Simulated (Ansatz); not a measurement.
Relaxation of C₂H₉BOSi (14 atoms, charge 0, multiplicity 1), to a largest force component of 0.02 eV/Å in at most 50 steps.

Theory: UKS r2SCAN-D4/6-31G (Ansatz 0.2.0).

```xyz
14
Properties=species:S:1:pos:R:3
C -1.736 -0.798 1.347
B -0.244 -1.095 1.128
C 0.658 -0.335 0.061
O 0.026 0.652 -0.620
Si 1.001 1.426 -1.763
H -1.950 -0.426 2.385
H -2.360 -1.659 1.130
H -2.079 0.079 0.655
H 0.243 -1.929 1.832
H 1.528 0.126 0.673
H 1.075 -1.108 -0.603
H 2.130 2.087 -1.013
H 0.190 2.485 -2.491
H 1.504 0.466 -2.690
```

Task: Where does it end, and by what steps?

Result: It converged. Limits of this set-up: no polarisation functions. After 5 steps the energy has fallen by 0.563 eV; H12 moved furthest, 0.20 Å.

| step | energy less start (eV) | largest force component (eV/Å) | accepted |
| --- | --- | --- | --- |
| 0 | 0.0000 | 3.479 | yes |
| 1 | -0.4638 | 1.550 | yes |
| 2 | -0.5062 | 0.911 | yes |
| 3 | -0.5573 | 0.146 | yes |
| 4 | -0.5603 | 0.131 | yes |
| 5 | -0.5632 | 0.018 | yes |

```xyz
14
Properties=species:S:1:pos:R:3
C -1.772 -0.731 1.297
B -0.276 -1.134 1.159
C 0.722 -0.431 0.178
O 0.077 0.622 -0.608
Si 0.997 1.504 -1.793
H -1.944 -0.328 2.309
H -2.427 -1.613 1.230
H -2.078 0.019 0.563
H 0.193 -2.017 1.834
H 1.571 -0.018 0.761
H 1.174 -1.192 -0.491
H 2.158 2.231 -1.156
H 0.043 2.480 -2.404
H 1.551 0.578 -2.851
```

Whether the end is a true minimum wasn't checked by a vibrational analysis.

The run took 29 s on 2 threads of Arm Neoverse V2, with other jobs on the host, peak memory 0.26 GiB.
